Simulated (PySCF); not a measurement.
## [TaO2(H2O)2]+ at several levels of theory

Computed with PySCF 2.14.0 (density fitting, no spin-orbit coupling) at the geometry relaxed with BP86:

```xyz
9
[TaO2(H2O)2]+ (singlet; a saddle point, relaxed within its symmetry)
Ta    0.2009    0.2009    0.0000
O     1.9218   -0.0026    0.0000
O    -0.0026    1.9218    0.0000
O    -2.2117   -0.1106    0.0000
H    -2.7590    0.1529    0.7714
H    -2.7590    0.1529   -0.7714
O    -0.1106   -2.2117    0.0000
H     0.1529   -2.7590    0.7714
H     0.1529   -2.7590   -0.7714
```

```tsv
level	basis	state	HOMO (eV)	gap (eV)	charge on Ta1 (e)	dipole about the centre of mass (D)	largest force component (eV/Å)
BP86	Ta def2-SVP with ECP60, O def2-SVP, H def2-SVP	singlet	-11.15	1.45	1.00	9.57	0.01
CAM-B3LYP	the same	singlet	-13.98	6.04	1.11	10.19	1.24
revPBE	the same	singlet	-10.99	1.45	1.01	9.51	0.20
M06-L	the same	singlet	-11.32	2.39	1.31	9.74	0.62
BP86	Ta def2-TZVP with ECP60, O def2-TZVP, H def2-TZVP	singlet	-11.16	1.48	1.43	9.62	0.31
BP86	Ta x2c-SVPall, O x2c-SVPall, H x2c-SVPall	singlet	-11.35	1.36	0.95	9.67	0.73
```

Charges are Mulliken's, which hang on the basis. The relaxation used the grid (50, 194), these runs (75, 302) or, all-electron (x2c bases, spin-free X2C Hamiltonian), (99, 590).

Question: What does TPSS with Ta def2-SVP with ECP60, O def2-SVP, H def2-SVP give here?

Answer: state singlet, HOMO (eV) -11.11, gap (eV) 1.65, charge on Ta1 (e) 1.09, dipole about the centre of mass (D) 9.70, largest force component (eV/Å) 0.07. Time: 8.8 s on 2 threads of Arm Neoverse V2 (shared host), from an already converged density.

In the first row's basis the gap widens with exact exchange: 1.4 to 2.4 eV for revPBE, BP86, TPSS, M06-L (none); 6.0 eV for CAM-B3LYP (rising or full at long range).
